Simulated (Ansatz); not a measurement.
Ansatz (a program for electronic structure) input (RI-MP2/def2-TZVPPD):
A basis named .json is the Basis Set Exchange file of that set.

Ansatz 0.2 input:
```yaml
crystal:
  periodic: [false, false, false]
  atoms:
    - {symbol: In, position_ang: [0.00000000, 0.00000000, 0.00000000]}
    - {symbol: O, position_ang: [-0.00000000, -0.00000000, -1.87774827]}
    - {symbol: O, position_ang: [0.00000000, 0.00000000, 1.87774827]}
basis:
  gaussian:
    orbitals: def2-TZVPPD.json
    fitting: {mean_field: def2-universal-jkfit, correlation: def2-TZVPPD-RIFIT.json}
total_charge: 1
magnetization: {spin_polarized: true, initial_magnetization: 2}
correlation: {method: mp2, electrons: outside_noble_gas}
```

Output:

```
Functional definition: HF
integrals: 0.06 GiB planned
372 factors; integrals over basis functions are off by at most 8.8e-1 eV
384 factors; integrals over basis functions are off by at most 4.6e-1 eV
mean field: 0.29 GiB planned
mean field evaluation 1: about -9202.6034 eV, gradient 4.1e1 eV
mean field evaluation 2: about -9205.8475 eV, gradient 3.5e1 eV
mean field evaluation 4: about -9210.3364 eV, gradient 2.8e0 eV
mean field evaluation 8: about -9210.5877 eV, gradient 1.1e-1 eV
mean field evaluation 16: about -9210.5880 eV, gradient 5.9e-5 eV
mean field evaluation 32: about -9214.1647 eV, gradient 1.6e-1 eV
mean field evaluation 64: about -9214.0662 eV, gradient 2.0e0 eV
mean field evaluation 96: about -9214.0015 eV, gradient 3.8e0 eV
mean field evaluation 128: about -9202.6034 eV, gradient 4.1e1 eV
mean field -9214.20315904 eV, -338.6157204834 hartree, gradient 2.8e-6 eV, S^2 2.025174; 14 other end points of the search recorded, 0 dependent functions left out
11 core orbitals not correlated, not the lowest: weight in the atoms' cores, before any rotation towards them, 0.524 or more for the frozen orbitals, at most 0.459 for the correlated occupied ones
reference -9214.20315904 eV, -338.6157204834 hartree; 8, 6 occupied and 117, 119 virtual orbitals, 384 factors
second order -11.34816566 eV of doubles, -0.00000000 eV of singles
Total energy: -9225.55132470 eV, -339.0327578795 hartree
```

This state (charge 1, triplet) is run at the relaxed geometry of the species with charge 0 and multiplicity 2.
